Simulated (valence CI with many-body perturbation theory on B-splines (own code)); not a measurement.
**E1 line list for Kr XXI**

Computed by relativistic CI+MBPT: six valence electrons over a frozen Dirac-Fock core [Ne], a basis of 9 s, 9 p, 8 d, 6 f, 3 g, 1 h functions for each j, with the one-electron correlation potential Σ1 (screened to all orders), the two-electron term Σ2, the three-electron term Σ3, Breit, model QED; selected single and double excitations, second order for the rest, scaled by the run's own slope (own B-spline code, finite nucleus).

No measured spectrum was set against this ion. As an estimate, levels of excited configurations hold to 0.05 to 0.15 % of their energy, terms of the ground configuration to about 0.5 %. Among the levels kept, up to 1500 cm⁻¹ of a level comes from second order outside the variational space, and about a tenth of that is noise between levels of different J, which matters for small intervals.

Lines 1 to 50 of 85 in falling wavelength, among levels below 988450 cm⁻¹, chosen from the strongest by gf and those to the six lowest levels. Wavelengths and rates use the calculated energies, so an error of 400 cm⁻¹ moves a line at 27.40 nm by 0.11 % and its rate by three times that or more. Electric multipoles are in the length gauge, E1 and E2 with the static RPA response of the core. Weak lines are less certain than strong ones. Lines between different terms over intervals too small for the method are left out, as are lines whose strength nearly cancels. Where a level lies close to another of its J and parity, the split of strength between their lines is uncertain. The highest levels of a list are the least certain.

Names give the largest LS component (configuration and term), which can be under half, so a name can repeat, a term be missing and a line seem to break the LS rules; names also repeat where a configuration has a term twice. Letters in brackets count levels of one name in rising energy.

```tsv
λ vac (nm)	Upper	Lower	A (s⁻¹)	log gf	Branch %
27.40	3s 3p5 3P°_1	3s2 3p4 1S_0	1.45e+08	-2.31	1.3
22.98	3s 3p5 3P°_2	3s2 3p4 1D_2	7.04e+08	-1.55	8.3
21.21	3s 3p5 3P°_2	3s2 3p4 3P_1	1.76e+09	-1.23	20.6
21.04	3s 3p5 3P°_1	3s2 3p4 1D_2	4.89e+08	-2.01	4.4
20.90	3s2 3p3 3d 5D°_1 [a]	3s2 3p4 1S_0	5.62e+08	-1.96	6.0
20.67	3s2 3p3 3d 5D°_1 [b]	3s2 3p4 1S_0	3.25e+08	-2.20	2.6
19.55	3s 3p5 3P°_1	3s2 3p4 3P_1	1.77e+09	-1.52	15.9
18.42	3s 3p5 3P°_1	3s2 3p4 3P_0	2.38e+09	-1.44	21.4
18.25	3s2 3p3 3d 3D°_1 [a]	3s2 3p4 1S_0	8.18e+06	-3.91	0.8
18.18	3s 3p5 3P°_2	3s2 3p4 3P_2	6.05e+09	-0.82	71.1
18.03	3s 3p5 3P°_0	3s2 3p4 3P_1	8.77e+09	-1.37	100.0
17.13	3s2 3p3 3d 5D°_2 [a]	3s2 3p4 1D_2	2.07e+06	-4.34	0.2
17.08	3s2 3p3 3d 5D°_3	3s2 3p4 1D_2	6.19e+06	-3.72	1.5
16.98	3s2 3p3 3d 5D°_1 [a]	3s2 3p4 1D_2	7.47e+09	-1.01	80.0
16.94	3s 3p5 3P°_1	3s2 3p4 3P_2	6.34e+09	-1.09	56.9
16.83	3s2 3p3 3d 5D°_1 [b]	3s2 3p4 1D_2	8.36e+09	-0.97	67.7
16.17	3s2 3p3 3d 5D°_2 [b]	3s2 3p4 1D_2	1.88e+08	-2.43	8.3
16.13	3s2 3p3 3d 5D°_2 [a]	3s2 3p4 3P_1	8.73e+06	-3.77	1.0
16.11	3s2 3p3 3d 3D°_1 [b]	3s2 3p4 1S_0	1.64e+08	-2.72	1.3
16.01	3s2 3p3 3d 5D°_0	3s2 3p4 3P_1	2.08e+09	-2.10	100.0
16.00	3s2 3p3 3d 5D°_1 [a]	3s2 3p4 3P_1	8.51e+08	-2.01	9.1
15.86	3s2 3p3 3d 5D°_1 [b]	3s2 3p4 3P_1	2.08e+05	-5.63	0.0
15.30	3s2 3p3 3d 3D°_3 [a]	3s2 3p4 1D_2	7.06e+06	-3.76	1.6
15.29	3s2 3p3 3d 3P°_1 [a]	3s2 3p4 1S_0	1.74e+08	-2.74	0.6
15.27	3s2 3p3 3d 5D°_2 [b]	3s2 3p4 3P_1	1.10e+08	-2.72	4.8
15.24	3s2 3p3 3d 5D°_1 [a]	3s2 3p4 3P_0	4.13e+08	-2.37	4.4
15.19	3s2 3p3 3d 3D°_1 [a]	3s2 3p4 1D_2	3.72e+07	-3.41	3.7
15.12	3s2 3p3 3d 3F°_2 [a]	3s2 3p4 1D_2	1.93e+06	-4.48	0.2
15.11	3s2 3p3 3d 5D°_1 [b]	3s2 3p4 3P_0	5.02e+07	-3.29	0.4
14.86	3s2 3p3 3d 3F°_3 [a]	3s2 3p4 1D_2	5.93e+07	-2.86	12.0
14.51	3s2 3p3 3d 3G°_3	3s2 3p4 1D_2	2.09e+08	-2.34	6.1
14.39	3s2 3p3 3d 3D°_1 [a]	3s2 3p4 3P_1	4.66e+07	-3.36	4.6
14.33	3s2 3p3 3d 3F°_2 [a]	3s2 3p4 3P_1	5.38e+07	-3.08	4.8
14.31	3s2 3p3 3d 5D°_2 [a]	3s2 3p4 3P_2	8.96e+08	-1.86	98.8
14.28	3s2 3p3 3d 5D°_3	3s2 3p4 3P_2	3.98e+08	-2.07	98.5
14.23	3s2 3p3 3d 1S°_0	3s2 3p4 3P_1	1.83e+07	-4.25	100.0
14.21	3s2 3p3 3d 5D°_1 [a]	3s2 3p4 3P_2	3.56e+07	-3.49	0.4
14.10	3s2 3p3 3d 5D°_1 [b]	3s2 3p4 3P_2	3.61e+09	-1.49	29.2
13.79	3s2 3p3 3d 3P°_1 [b]	3s2 3p4 1S_0	2.05e+08	-2.76	0.1
13.77	3s2 3p3 3d 3D°_1 [a]	3s2 3p4 3P_0	5.67e+07	-3.31	5.6
13.68	3s2 3p3 3d 3D°_1 [b]	3s2 3p4 1D_2	2.97e+09	-1.60	23.4
13.63	3s2 3p3 3d 5D°_2 [b]	3s2 3p4 3P_2	1.98e+09	-1.56	86.9
13.50	3s2 3p3 3d 3S°_1	3s2 3p4 1S_0	9.39e+08	-2.11	0.5
13.46	3s2 3p3 3d 1D°_2	3s2 3p4 1D_2	7.73e+08	-1.98	11.2
13.08	3s2 3p3 3d 3P°_1 [a]	3s2 3p4 1D_2	4.97e+09	-1.42	16.3
13.03	3s2 3p3 3d 3D°_1 [b]	3s2 3p4 3P_1	6.35e+07	-3.31	0.5
13.01	3s2 3p3 3d 3D°_3 [a]	3s2 3p4 3P_2	4.22e+08	-2.13	98.4
12.93	3s2 3p3 3d 3D°_1 [a]	3s2 3p4 3P_2	8.57e+08	-2.19	85.2
12.88	3s2 3p3 3d 3F°_2 [a]	3s2 3p4 3P_2	1.06e+09	-1.88	95.0
12.83	3s2 3p3 3d 1D°_2	3s2 3p4 3P_1	9.00e+08	-1.95	13.1
```
